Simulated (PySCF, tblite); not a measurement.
Parent: `[CH3:1][c:2]1[n:3][n:4][c:5]([C:6]([F:7])([F:8])[F:9])[o:10]1`, C4H3F3N2O.

The geometries are computed with GFN2-xTB (gas phase). One conformer each, not checked by frequencies here.

```tsv
coordinate of the parent	value
C1–C2	1.472 Å
C2–N3	1.295 Å
N3–N4	1.339 Å
N4–C5	1.290 Å
C5–C6	1.495 Å
C6–F7	1.341 Å
C6–F8	1.327 Å
C6–F9	1.341 Å
C5–O10	1.347 Å
C2–O10	1.353 Å
C1–C2–N3	127.7°
C1–C2–O10	121.1°
N3–C2–O10	111.2°
C2–N3–N4	107.6°
N3–N4–C5	106.7°
N4–C5–C6	127.9°
N4–C5–O10	112.3°
C6–C5–O10	119.8°
C5–C6–F7	111.4°
C5–C6–F8	112.1°
C5–C6–F9	111.4°
F7–C6–F8	107.6°
F7–C6–F9	106.6°
F8–C6–F9	107.6°
C2–O10–C5	102.2°
```

Question: How does the shared frame change in `[CH2:1]=[CH:2][c:3]1[n:4][n:5][c:6]([CH3:7])[o:8]1` with C1–C2–C3–N4 180°, C5H6N2O? Atoms pair as C1 = C7, C2 = C6, N3 = N5, N4 = N4, C5 = C3, C6 = C2, O10 = O8 (parent first).

Answer: 
```csv
parent,relative,value in the relative,change
C1–C2,C7–C6,1.476 Å,+0.004
C2–N3,C6–N5,1.294 Å,-0.001
N3–N4,N5–N4,1.344 Å,+0.005
N4–C5,N4–C3,1.299 Å,+0.009
C5–C6,C3–C2,1.439 Å,-0.056
C5–O10,C3–O8,1.359 Å,+0.012
C2–O10,C6–O8,1.352 Å,-0.001
C1–C2–N3,C7–C6–N5,127.5°,-0.2
C1–C2–O10,C7–C6–O8,120.8°,-0.3
N3–C2–O10,N5–C6–O8,111.7°,+0.5
C2–N3–N4,C6–N5–N4,107.3°,-0.3
N3–N4–C5,N5–N4–C3,107.3°,+0.6
N4–C5–C6,N4–C3–C2,126.5°,-1.4
N4–C5–O10,N4–C3–O8,111.1°,-1.2
C6–C5–O10,C2–C3–O8,122.4°,+2.6
C2–O10–C5,C6–O8–C3,102.6°,+0.4
```

Of the parent's bonds, C5–C6 changes most (-0.056 Å). Bonds of the relative outside the shared frame: C1=C2 1.328 Å. Point group Cs → Cs.

Question: How does the shared frame change in `[CH:1]#[C:2][c:3]1[n:4][n:5][c:6]([C:7]([F:8])([F:9])[F:10])[o:11]1`, C5HF3N2O? Atoms pair as C1 = C2, C2 = C3, N3 = N4, N4 = N5, C5 = C6, C6 = C7, F7 = F9, F8 = F8, F9 = F10, O10 = O11 (parent first).

Answer: 
```json
{"parent": "C1–C2", "relative": "C2–C3", "value in the relative": "1.403 Å", "change": "-0.069"}
{"parent": "C2–N3", "relative": "C3–N4", "value in the relative": "1.303 Å", "change": "+0.008"}
{"parent": "N3–N4", "relative": "N4–N5", "value in the relative": "1.332 Å", "change": "-0.007"}
{"parent": "N4–C5", "relative": "N5–C6", "value in the relative": "1.293 Å", "change": "+0.003"}
{"parent": "C5–C6", "relative": "C6–C7", "value in the relative": "1.496 Å", "change": "+0.001"}
{"parent": "C6–F7", "relative": "C7–F9", "value in the relative": "1.340 Å", "change": "-0.001"}
{"parent": "C6–F8", "relative": "C7–F8", "value in the relative": "1.327 Å", "change": "0.000"}
{"parent": "C6–F9", "relative": "C7–F10", "value in the relative": "1.340 Å", "change": "-0.001"}
{"parent": "C5–O10", "relative": "C6–O11", "value in the relative": "1.343 Å", "change": "-0.004"}
{"parent": "C2–O10", "relative": "C3–O11", "value in the relative": "1.355 Å", "change": "+0.002"}
{"parent": "C1–C2–N3", "relative": "C2–C3–N4", "value in the relative": "127.2°", "change": "-0.5"}
{"parent": "C1–C2–O10", "relative": "C2–C3–O11", "value in the relative": "121.4°", "change": "+0.3"}
{"parent": "N3–C2–O10", "relative": "N4–C3–O11", "value in the relative": "111.4°", "change": "+0.2"}
{"parent": "C2–N3–N4", "relative": "C3–N4–N5", "value in the relative": "107.3°", "change": "-0.3"}
{"parent": "N3–N4–C5", "relative": "N4–N5–C6", "value in the relative": "106.9°", "change": "+0.2"}
{"parent": "N4–C5–C6", "relative": "N5–C6–C7", "value in the relative": "127.7°", "change": "-0.2"}
{"parent": "N4–C5–O10", "relative": "N5–C6–O11", "value in the relative": "112.5°", "change": "+0.2"}
{"parent": "C6–C5–O10", "relative": "C7–C6–O11", "value in the relative": "119.8°", "change": "0.0"}
{"parent": "C5–C6–F7", "relative": "C6–C7–F9", "value in the relative": "111.4°", "change": "0.0"}
{"parent": "C5–C6–F8", "relative": "C6–C7–F8", "value in the relative": "111.9°", "change": "-0.2"}
{"parent": "C5–C6–F9", "relative": "C6–C7–F10", "value in the relative": "111.3°", "change": "-0.1"}
{"parent": "F7–C6–F8", "relative": "F9–C7–F8", "value in the relative": "107.7°", "change": "+0.1"}
{"parent": "F7–C6–F9", "relative": "F9–C7–F10", "value in the relative": "106.7°", "change": "+0.1"}
{"parent": "F8–C6–F9", "relative": "F8–C7–F10", "value in the relative": "107.6°", "change": "0.0"}
{"parent": "C2–O10–C5", "relative": "C3–O11–C6", "value in the relative": "101.9°", "change": "-0.3"}
```

Of the parent's bonds, C1–C2 changes most (-0.069 Å). Bonds of the relative outside the shared frame: C1≡C2 1.201 Å. Point group Cs → Cs.

Question: How does the shared frame change in `[O:1]=[CH:2][c:3]1[n:4][n:5][c:6]([C:7]([F:8])([F:9])[F:10])[o:11]1` with O1–C2–C3–N4 180°, C4HF3N2O2? Atoms pair as C1 = C2, C2 = C3, N3 = N4, N4 = N5, C5 = C6, C6 = C7, F7 = F9, F8 = F8, F9 = F10, O10 = O11 (parent first).

Answer: 
```csv
parent,relative,value in the relative,change
C1–C2,C2–C3,1.475 Å,+0.003
C2–N3,C3–N4,1.303 Å,+0.008
N3–N4,N4–N5,1.327 Å,-0.012
N4–C5,N5–C6,1.298 Å,+0.008
C5–C6,C6–C7,1.501 Å,+0.006
C6–F7,C7–F9,1.337 Å,-0.004
C6–F8,C7–F8,1.327 Å,0.000
C6–F9,C7–F10,1.337 Å,-0.004
C5–O10,C6–O11,1.335 Å,-0.012
C2–O10,C3–O11,1.349 Å,-0.004
C1–C2–N3,C2–C3–N4,125.8°,-1.9
C1–C2–O10,C2–C3–O11,123.2°,+2.1
N3–C2–O10,N4–C3–O11,111.0°,-0.2
C2–N3–N4,C3–N4–N5,107.6°,0.0
N3–N4–C5,N4–N5–C6,106.6°,-0.1
N4–C5–C6,N5–C6–C7,127.2°,-0.7
N4–C5–O10,N5–C6–O11,112.4°,+0.1
C6–C5–O10,C7–C6–O11,120.4°,+0.6
C5–C6–F7,C6–C7–F9,111.1°,-0.3
C5–C6–F8,C6–C7–F8,111.7°,-0.4
C5–C6–F9,C6–C7–F10,111.1°,-0.3
F7–C6–F8,F9–C7–F8,107.8°,+0.2
F7–C6–F9,F9–C7–F10,107.1°,+0.5
F8–C6–F9,F8–C7–F10,107.8°,+0.2
C2–O10–C5,C3–O11–C6,102.4°,+0.2
```

Of the parent's bonds, N3–N4 and C5–O10 change most and about equally (-0.012 Å). Bonds of the relative outside the shared frame: O1=C2 1.195 Å. Point group Cs → Cs.

Question: How does the shared frame change in `[CH3:1][C:2](=[O:3])[c:4]1[n:5][n:6][c:7]([C:8]([F:9])([F:10])[F:11])[o:12]1` with C1–C2–C4–N5 0°, C5H3F3N2O2? Atoms pair as C1 = C2, C2 = C4, N3 = N5, N4 = N6, C5 = C7, C6 = C8, F7 = F9, F8 = F11, F9 = F10, O10 = O12 (parent first).

Answer: 
```
   parent    relative  value in the relative  change
    C1–C2       C2–C4                1.493 Å  +0.021
    C2–N3       C4–N5                1.302 Å  +0.007
    N3–N4       N5–N6                1.330 Å  -0.009
    N4–C5       N6–C7                1.296 Å  +0.006
    C5–C6       C7–C8                1.499 Å  +0.004
    C6–F7       C8–F9                1.337 Å  -0.004
    C6–F8      C8–F11                1.328 Å  +0.001
    C6–F9      C8–F10                1.337 Å  -0.004
   C5–O10      C7–O12                1.337 Å  -0.010
   C2–O10      C4–O12                1.347 Å  -0.006
 C1–C2–N3    C2–C4–N5                 126.8°    -0.9
C1–C2–O10   C2–C4–O12                 122.1°    +1.0
N3–C2–O10   N5–C4–O12                 111.1°    -0.1
 C2–N3–N4    C4–N5–N6                 107.5°    -0.1
 N3–N4–C5    N5–N6–C7                 106.6°    -0.1
 N4–C5–C6    N6–C7–C8                 127.3°    -0.6
N4–C5–O10   N6–C7–O12                 112.4°    +0.1
C6–C5–O10   C8–C7–O12                 120.3°    +0.5
 C5–C6–F7    C7–C8–F9                 111.2°    -0.2
 C5–C6–F8   C7–C8–F11                 111.7°    -0.4
 C5–C6–F9   C7–C8–F10                 111.2°    -0.2
 F7–C6–F8   F9–C8–F11                 107.7°    +0.1
 F7–C6–F9   F9–C8–F10                 107.1°    +0.5
 F8–C6–F9  F11–C8–F10                 107.7°    +0.1
C2–O10–C5   C4–O12–C7                 102.4°    +0.2
```

Of the parent's bonds, C1–C2 changes most (+0.021 Å). Bonds of the relative outside the shared frame: C1–C2 1.493, C2=O3 1.201 Å. Point group Cs → Cs.
